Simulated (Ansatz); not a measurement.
Total energies of H6OSSi2, SMILES `O[SiH]([SiH3])S`.

Z-matrix (Å, degrees):
```
Si
Si 1 2.335
S 1 2.148 2 108.2
O 1 1.647 2 106.3 3 121.4
H 1 1.489 2 113.2 3 -116.3
H 2 1.487 1 108.9 3 69.0
H 2 1.487 1 109.5 3 -50.2
H 2 1.487 1 111.0 3 -170.8
H 3 1.343 1 94.5 2 -141.6
H 4 0.959 1 117.6 2 -165.9
```

The species carries charge 0 and has multiplicity 1. Geometry: relaxed with PBE0-D4/def2-TZVP. It is one conformer, not always the lowest. Basis def2-TZVPP, Ansatz.

RPA on PBE orbitals: Hartree–Fock energy of these orbitals -1053.83824 Eh, correlation -1.16609 Eh (frozen core).

```json
{"functional": "revPBE", "kind": "GGA", "energy without D4 (Eh)": "-1055.92575", "D4 term (kJ/mol)": "-63.0"}
{"functional": "BLYP", "kind": "GGA", "energy without D4 (Eh)": "-1056.11512", "D4 term (kJ/mol)": "-50.9"}
{"functional": "B97M-V", "kind": "meta-GGA with VV10", "energy without D4 (Eh)": "-1055.87626", "D4 term (kJ/mol)": "–"}
{"functional": "PBE0", "kind": "global hybrid, 25 % exact exchange", "energy without D4 (Eh)": "-1055.68108", "D4 term (kJ/mol)": "-20.3"}
{"functional": "B3LYP", "kind": "global hybrid, 20 %", "energy without D4 (Eh)": "-1056.21200", "D4 term (kJ/mol)": "-38.6"}
{"functional": "r2SCANh", "kind": "meta-GGA hybrid, 10 %", "energy without D4 (Eh)": "-1056.02029", "D4 term (kJ/mol)": "-6.2"}
{"functional": "r2SCAN0", "kind": "meta-GGA hybrid, 25 %", "energy without D4 (Eh)": "-1056.00729", "D4 term (kJ/mol)": "-6.9"}
{"functional": "BHLYP", "kind": "global hybrid, 50 %", "energy without D4 (Eh)": "-1056.10813", "D4 term (kJ/mol)": "-32.4"}
{"functional": "CAM-B3LYP", "kind": "range-separated hybrid", "energy without D4 (Eh)": "-1056.14406", "D4 term (kJ/mol)": "-21.0"}
{"functional": "LC-ωPBE", "kind": "long-range corrected hybrid", "energy without D4 (Eh)": "-1055.81079", "D4 term (kJ/mol)": "–"}
{"functional": "ωB97X-V", "kind": "range-separated hybrid GGA with VV10", "energy without D4 (Eh)": "-1055.97099", "D4 term (kJ/mol)": "–"}
{"functional": "ωB97M-V", "kind": "range-separated hybrid meta-GGA with VV10", "energy without D4 (Eh)": "-1056.04728", "D4 term (kJ/mol)": "–"}
{"functional": "B2PLYP", "kind": "double hybrid", "energy without D4 (Eh)": "-1055.72614", "D4 term (kJ/mol)": "–"}
{"functional": "PBE-QIDH", "kind": "double hybrid", "energy without D4 (Eh)": "-1055.41698", "D4 term (kJ/mol)": "–"}
```

Give the same for LDA (SPW92), PBE, r2SCAN, HSE06 (plane-wave form). (Estimate.)

Computed: 
```json
{"functional": "LDA (SPW92)", "kind": "LDA", "energy without D4 (Eh)": "-1051.87404", "D4 term (kJ/mol)": "–"}
{"functional": "PBE", "kind": "GGA", "energy without D4 (Eh)": "-1055.58655", "D4 term (kJ/mol)": "-23.7"}
{"functional": "r2SCAN", "kind": "meta-GGA", "energy without D4 (Eh)": "-1056.02968", "D4 term (kJ/mol)": "-5.7"}
{"functional": "HSE06 (plane-wave form)", "kind": "screened hybrid", "energy without D4 (Eh)": "-1055.65664", "D4 term (kJ/mol)": "-19.2"}
```

B3LYP takes the VWN-RPA correlation (the form of Gaussian; ORCA's B3LYP/G). HSE06 is the plane-wave form, built on full-range PBE exchange. The double hybrids freeze the cores in their second-order part.

LC-ωPBE has ω = 0.4 bohr⁻¹.
